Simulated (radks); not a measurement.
Problem. Ir II, 76 electrons, occupied as [Xe] 4f14 5d7 6s1. All-electron calculation, Dirac Kohn-Sham, PBE, spin-unpolarised, spherical densities, point nucleus; open shells are shared between the two j in proportion to 2j + 1; speed of light set to 171.295 atomic units (1.25 times the physical value, a model run). Program: a radial shooting solver on a logarithmic mesh with Libxc functionals. Some entries of the table are withheld. Estimate them.

| orbital | occ. | eigenvalue (hartree) | <r> (bohr) | <r^2> (bohr^2) |
|---|---|---|---|---|
| 1s1/2 | 2 | -2693.873 | 0.01829 | 0.0004554 |
| 2s1/2 | 2 | -461.7243 | 0.07671 | 0.006977 |
| 2p1/2 | 2 | -442.7381 | 0.06391 | 0.005035 |
| 2p3/2 | 4 | -407.5298 | 0.06906 | 0.005795 |
| 3s1/2 | 2 | -107.9035 | 0.1974 | 0.04460 |
| 3p1/2 | 2 | -99.24834 | (1) | 0.04092 |
| 3p3/2 | 4 | -91.58092 | (2) | 0.04499 |
| 3d3/2 | 4 | -76.47880 | 0.1721 | 0.03470 |
| 3d5/2 | 6 | -74.67762 | 0.1751 | 0.03583 |
| 4s1/2 | 2 | -23.00714 | 0.4387 | 0.2172 |
| 4p1/2 | 2 | -19.34011 | 0.4428 | (3) |
| 4p3/2 | 4 | -17.53993 | 0.4636 | (4) |
| 4d3/2 | 4 | -11.25920 | 0.4750 | 0.2610 |
| 4d5/2 | 6 | -10.89443 | 0.4821 | 0.2688 |
| 5s1/2 | 2 | -3.60162 | 1.016 | 1.160 |
| 4f5/2 | 6 | -2.78073 | 0.5274 | (5) |
| 4f7/2 | 8 | -2.70537 | 0.5322 | (6) |
| 5p1/2 | 2 | -2.46184 | 1.108 | 1.389 |
| 5p3/2 | 4 | -2.17377 | 1.169 | 1.548 |
| 5d3/2 | 2.8 | -0.59772 | 1.632 | 3.151 |
| 5d5/2 | 4.2 | -0.56753 | 1.672 | 3.314 |
| 6s1/2 | 1 | -0.46711 | 2.824 | 9.019 |

Solution. 
(1) 3p1/2 <r> (bohr): 0.1876
(2) 3p3/2 <r> (bohr): 0.1970
(3) 4p1/2 <r^2> (bohr^2): 0.2231
(4) 4p3/2 <r^2> (bohr^2): 0.2443
(5) 4f5/2 <r^2> (bohr^2): 0.3400
(6) 4f7/2 <r^2> (bohr^2): 0.3464
